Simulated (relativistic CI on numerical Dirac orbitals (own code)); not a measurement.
# Level scheme of Ta54+

Calculated at this level of theory: Dirac-Coulomb-Breit CI, separate exchange-only KLI orbitals for each configuration, QED by a radiative potential, unscaled Slater integrals (own radial code, finite nucleus).

CI space (outside the closed core [Ne]): 3s²3p⁶3d, 3s²3p⁵3d², 3s3p⁶3d², 3s²3p⁶4s, 3s²3p⁶4p, 3s²3p⁶4d, 3s²3p⁵3d4s, 3s²3p⁶4f, 3s²3p⁵3d4p, 3p⁶3d³, 3p⁵3d⁴, 3p⁵3d³4s. Double excitations out of closed p, d and f shells are left out; levels of such configurations are missing from the list, as are those of other unlisted configurations, and high levels can miss mixing partners. These lack a partner that the ground configuration has and come out too high: 3s²3p⁵3d4p.

The lowest level is 3s²3p⁶3d ²D3/2, with 100 % of that term; Hund's rules for 3s²3p⁶3d give ²D with J = 3/2, in agreement.

```
No.  Configuration  Term     J  E (10³ cm⁻¹)    %  Lifetime (s)             jj configuration (%)
  1       3s²3p⁶3d    ²D   3/2           0.0  100                                    3d3/2 (100)
  2       3s²3p⁶3d    ²D   5/2         585.6  100      4.67e-07                      3d5/2 (100)
  3      3s²3p⁵3d²   ⁴D°   3/2        2002.1   40      3.96e-10             3p3/2^3 3d3/2^2 (99)
  4      3s²3p⁵3d²   ⁴D°   1/2        2015.2   83      1.02e-10             3p3/2^3 3d3/2^2 (93)
  5      3s²3p⁵3d²   ⁴F°   5/2        2058.6   34      1.80e-10             3p3/2^3 3d3/2^2 (97)
  6      3s²3p⁵3d²   ²G°   7/2        2080.0   35      1.18e-07             3p3/2^3 3d3/2^2 (99)
  7      3s²3p⁵3d²   ²P°   3/2        2259.8   30      1.13e-09             3p3/2^3 3d3/2^2 (96)
  8      3s²3p⁵3d²   ⁴D°   5/2        2541.3   50      2.21e-08         3p3/2^3 3d3/2 3d5/2 (99)
  9      3s²3p⁵3d²   ⁴G°   9/2        2578.5   70      4.19e-07        3p3/2^3 3d3/2 3d5/2 (100)
 10      3s²3p⁵3d²   ⁴F°   7/2        2602.1   47      1.08e-10         3p3/2^3 3d3/2 3d5/2 (97)
 11      3s²3p⁵3d²   ⁴D°   3/2        2633.8   46      4.70e-11         3p3/2^3 3d3/2 3d5/2 (96)
 12      3s²3p⁵3d²   ⁴P°   5/2        2650.1   42      1.61e-10         3p3/2^3 3d3/2 3d5/2 (98)
 13      3s²3p⁵3d²   ²H°  11/2        2665.7   67      1.91e-04         3p3/2^3 3d3/2 3d5/2 (98)
 14      3s²3p⁵3d²   ²G°   7/2        2677.2   42      8.44e-10         3p3/2^3 3d3/2 3d5/2 (99)
 15      3s²3p⁵3d²   ²S°   1/2        2730.3   32      4.55e-09         3p3/2^3 3d3/2 3d5/2 (99)
 16      3s²3p⁵3d²   ²F°   7/2        2764.4   38      9.72e-10         3p3/2^3 3d3/2 3d5/2 (98)
 17      3s²3p⁵3d²   ⁴D°   5/2        2780.2   48      1.96e-10         3p3/2^3 3d3/2 3d5/2 (99)
 18      3s²3p⁵3d²   ²G°   9/2        2805.6   60      7.04e-06         3p3/2^3 3d3/2 3d5/2 (98)
 19      3s²3p⁵3d²   ⁴S°   3/2        2806.4   34      7.08e-10         3p3/2^3 3d3/2 3d5/2 (98)
 20      3s²3p⁵3d²   ²D°   3/2        2952.0   42      1.23e-12         3p3/2^3 3d3/2 3d5/2 (95)
 21      3s²3p⁵3d²   ²F°   5/2        3016.5   81      8.72e-13         3p3/2^3 3d3/2 3d5/2 (95)
 22      3s²3p⁵3d²   ²P°   1/2        3071.3   73      8.11e-13         3p3/2^3 3d3/2 3d5/2 (91)
 23      3s²3p⁵3d²   ⁴G°  11/2        3167.5   67      2.78e-07             3p3/2^3 3d5/2^2 (98)
 24      3s²3p⁵3d²   ²D°   5/2        3226.6   51      1.95e-10             3p3/2^3 3d5/2^2 (99)
 25      3s²3p⁵3d²   ⁴F°   9/2        3253.7   45      2.28e-07             3p3/2^3 3d5/2^2 (97)
 26      3s²3p⁵3d²   ²F°   7/2        3277.2   51      9.79e-12             3p3/2^3 3d5/2^2 (98)
 27      3s²3p⁵3d²   ²P°   1/2        3335.8   57      4.41e-11             3p3/2^3 3d5/2^2 (98)
 28      3s²3p⁵3d²   ²F°   7/2        3463.1   42      2.67e-12             3p3/2^3 3d5/2^2 (95)
 29      3s²3p⁵3d²   ²P°   3/2        3528.2   53      2.57e-11             3p3/2^3 3d5/2^2 (99)
 30      3s²3p⁵3d²   ²D°   5/2        3604.2   52      8.07e-13             3p3/2^3 3d5/2^2 (93)
 31      3s²3p⁵3d²   ²P°   3/2        3627.3   57      1.01e-12             3p3/2^3 3d5/2^2 (94)
 32      3s²3p⁵3d²   ⁴G°   5/2        4647.9   48      1.06e-12       3p1/2 3p3/2^4 3d3/2^2 (99)
 33      3s²3p⁵3d²   ²P°   1/2        4991.7   53      3.14e-13       3p1/2 3p3/2^4 3d3/2^2 (97)
 34      3s²3p⁵3d²   ²D°   3/2        5024.1   60      1.64e-13       3p1/2 3p3/2^4 3d3/2^2 (95)
 35      3s²3p⁵3d²   ⁴G°   7/2        5170.1   49      7.93e-11  3p1/2 3p3/2^4 3d3/2 3d5/2 (100)
 36      3s²3p⁵3d²   ²D°   5/2        5192.7   28      6.55e-12   3p1/2 3p3/2^4 3d3/2 3d5/2 (99)
 37      3s²3p⁵3d²   ⁴D°   3/2        5242.1   40      6.16e-12   3p1/2 3p3/2^4 3d3/2 3d5/2 (97)
 38      3s²3p⁵3d²   ⁴P°   1/2        5261.7   46      3.43e-09  3p1/2 3p3/2^4 3d3/2 3d5/2 (100)
 39      3s²3p⁵3d²   ²H°   9/2        5282.0   50      3.33e-09   3p1/2 3p3/2^4 3d3/2 3d5/2 (99)
 40      3s²3p⁵3d²   ²D°   5/2        5513.9   43      2.38e-13   3p1/2 3p3/2^4 3d3/2 3d5/2 (97)
 41      3s²3p⁵3d²   ²F°   7/2        5519.9   56      3.12e-13   3p1/2 3p3/2^4 3d3/2 3d5/2 (95)
 42      3s²3p⁵3d²   ²P°   3/2        5584.2   48      2.40e-13   3p1/2 3p3/2^4 3d3/2 3d5/2 (97)
 43      3s²3p⁵3d²   ²F°   7/2        5775.7   32      9.05e-12       3p1/2 3p3/2^4 3d5/2^2 (95)
 44      3s²3p⁵3d²   ²G°   9/2        5832.5   42      3.15e-09       3p1/2 3p3/2^4 3d5/2^2 (99)
 45      3s²3p⁵3d²   ²P°   3/2        5855.7   31      5.74e-11       3p1/2 3p3/2^4 3d5/2^2 (99)
 46      3s²3p⁵3d²   ²F°   5/2        5890.9   38      5.70e-10      3p1/2 3p3/2^4 3d5/2^2 (100)
 47      3s²3p⁵3d²   ²P°   1/2        6080.1   77      3.13e-11       3p1/2 3p3/2^4 3d5/2^2 (98)
 48       3s3p⁶3d²    ⁴F   3/2        6368.7   79      2.40e-13                  3s 3d3/2^2 (98)
 49       3s3p⁶3d²    ⁴F   5/2        6443.2   47      2.37e-13                  3s 3d3/2^2 (97)
 50       3s3p⁶3d²    ⁴P   1/2        6603.7   60      2.38e-13                  3s 3d3/2^2 (96)
 51       3s3p⁶3d²    ⁴F   7/2        6930.9   89      2.39e-13              3s 3d3/2 3d5/2 (98)
 52       3s3p⁶3d²    ⁴F   5/2        6972.8   46      2.42e-13              3s 3d3/2 3d5/2 (98)
 53       3s3p⁶3d²    ⁴P   3/2        7021.1   86      2.41e-13             3s 3d3/2 3d5/2 (100)
 54       3s3p⁶3d²    ²G   9/2        7060.6   61      2.38e-13              3s 3d3/2 3d5/2 (96)
 55       3s3p⁶3d²    ²F   5/2        7089.9   59      2.43e-13              3s 3d3/2 3d5/2 (98)
 56       3s3p⁶3d²    ²G   7/2        7136.5   75      2.46e-13             3s 3d3/2 3d5/2 (100)
 57       3s3p⁶3d²    ²P   3/2        7144.8   44      2.45e-13              3s 3d3/2 3d5/2 (95)
 58       3s3p⁶3d²    ²P   1/2        7198.9   73      2.45e-13              3s 3d3/2 3d5/2 (96)
 59       3s3p⁶3d²    ⁴F   9/2        7544.0   61      2.41e-13                  3s 3d5/2^2 (96)
 60       3s3p⁶3d²    ²D   5/2        7638.8   52      2.43e-13                  3s 3d5/2^2 (99)
 61       3s3p⁶3d²    ²F   7/2        7691.3   68      2.51e-13                  3s 3d5/2^2 (98)
 62       3s3p⁶3d²    ²P   3/2        7739.0   55      2.50e-13                  3s 3d5/2^2 (97)
 63       3s3p⁶3d²    ²S   1/2        7879.4   69      2.46e-13                  3s 3d5/2^2 (98)
 64         3p⁶3d³    ⁴F   3/2       13006.2   45                                   3d3/2^3 (98)
 65         3p⁶3d³    ⁴F   5/2       13507.8   82                             3d3/2^2 3d5/2 (99)
 66         3p⁶3d³    ⁴P   3/2       13564.6   39                             3d3/2^2 3d5/2 (99)
 67         3p⁶3d³    ²H   9/2       13589.1   46                             3d3/2^2 3d5/2 (99)
 68         3p⁶3d³    ²G   7/2       13591.8   49                             3d3/2^2 3d5/2 (97)
 69         3p⁶3d³    ⁴P   1/2       13611.4   58                            3d3/2^2 3d5/2 (100)
 70         3p⁶3d³    ²D   5/2       13802.4   43                             3d3/2^2 3d5/2 (96)
```

Energies count from the lowest computed level; ° marks odd parity; lifetimes are radiative, by E1, M1, E2, M2, E3 decay to levels of this space only; some are left blank where a channel outside the calculation adds to the decay or the decay crosses a small, uncertain gap. Filled j subshells are mostly left out of the jj labels.

The mean weight of the leading LS term, summed over parents, in these 70 levels is 54 %, and that of the leading jj configuration (from the same eigenvectors) 98 %, so jj coupling describes them better and the LS labels are nominal.

At this charge energies of transitions that change n are usually good to better than 1 %, and those within a shell (Δn = 0) to a few per cent.

LS names give the leading component of a level, which can be under half, so a name can repeat, a term be missing and a line seem to break the LS rules.
